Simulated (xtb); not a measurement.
CuF, charge +1, doublet, geometry from GFN2-xTB (such geometries of metal compounds can be far from the true shape) (the multiplicity is a formal guess); GFN0-xTB run with xtb 6.7.1.

xtb was given this input:
```
$ xtb mol.xyz --gfn 0 --chrg 1 --uhf 1 --grad --json

# file mol.xyz
2

Cu    -0.00000000    -0.00000000    -0.40706850
F      0.00000000     0.00000000     1.31166518
```

Output, abridged:

```
   ID    Z sym.   atoms
    1   29 Cu     1
    2    9 F      2

           -------------------------------------------------
          |                Calculation Setup                |
           -------------------------------------------------

           -------------------------------------------------
          |                 G F N 0 - x T B                 |
           -------------------------------------------------

          ...................................................
          :                      SETUP                      :
          :.................................................:
          :  # basis functions                  14          :
          :  # atomic orbitals                  13          :
          :  # shells                            5          :
          :  # electrons                        17          :
          :  electronic temp.          300.0000000     K    :
          :  accuracy                    1.0000000          :
          :  -> integral cutoff          0.2500000E+02      :
          :  -> integral neglect         0.1000000E-07      :
          ...................................................

         :::::::::::::::::::::::::::::::::::::::::::::::::::::
         ::                     SUMMARY                     ::
         :::::::::::::::::::::::::::::::::::::::::::::::::::::
         :: total energy              -6.536185839770 Eh    ::
         :: gradient norm              0.006628167946 Eh/a0 ::
         :: HOMO-LUMO gap              3.441596463111 eV    ::
         ::.................................................::
         :: H0 energy                 -8.042529562139 Eh    ::
         :: repulsion energy           0.005199615277 Eh    ::
         :: electrostat energy         1.501243377773 Eh    ::
         :: -> Gsolv                   0.000000000000 Eh    ::
         ::    -> Gsasa                0.000000000000 Eh    ::
         ::    -> Gshift               0.000000000000 Eh    ::
         :: dispersion energy         -0.000099270680 Eh    ::
         :: short-range corr.          0.000000000000 Eh    ::
         :: add. restraining           0.000000000000 Eh    ::
         :: total charge               1.000000000000 e     ::
         :::::::::::::::::::::::::::::::::::::::::::::::::::::

           -------------------------------------------------
          |                Property Printout                |
           -------------------------------------------------

[...]
      -------------------------------------------------------------
         1        2.0000           -0.8191511             -22.2902
         2        2.0000           -0.4600314             -12.5181
         3        2.0000           -0.4522164             -12.3054
         4        2.0000           -0.4522164             -12.3054
         5        2.0000           -0.4142359             -11.2719
         6        2.0000           -0.4142359             -11.2719
         7        1.9964           -0.4056713             -11.0389
         8        1.9964           -0.4056713             -11.0389
         9        1.0072           -0.3956562             -10.7664 (HOMO)
        10                         -0.2691799              -7.3248 (LUMO)
        11                         -0.1075062              -2.9254
        12                         -0.1075062              -2.9254
        13                          0.3307827               9.0011
      -------------------------------------------------------------
                  HL-Gap            0.1264763 Eh            3.4416 eV
             Fermi-level            0.0000000 Eh            0.0000 eV

     #   Z          covCN         q      C6AA      α(0)
     1  29 Cu       0.699     0.855   164.107    29.279
     2   9 F        0.699     0.145     8.275     3.315

 Mol. C6AA /au·bohr⁶  :        235.829873
 Mol. C8AA /au·bohr⁸  :      15962.689104
 Mol. α(0) /au        :         32.593323

Wiberg/Mayer (AO) data.
largest (>0.10) Wiberg bond orders for each atom

 ---------------------------------------------------------------------------
     #   Z sym  total        # sym  WBO       # sym  WBO       # sym  WBO
 ---------------------------------------------------------------------------
     1  29 Cu   0.873 --     2 F    0.873
     2   9 F    0.873 --     1 Cu   0.873
 ---------------------------------------------------------------------------

Topologies differ in total number of bonds
Writing topology from bond orders to xtbtopo.mol

 dipole moment from electron density (au)
     X       Y       Z
   0.0000   0.0000  -2.9831  total (Debye):    7.582

           -------------------------------------------------
          | TOTAL ENERGY               -6.536185839770 Eh   |
          | GRADIENT NORM               0.006628167946 Eh/α |
          | HOMO-LUMO GAP               3.441596463111 eV   |
           -------------------------------------------------

normal termination of xtb
```
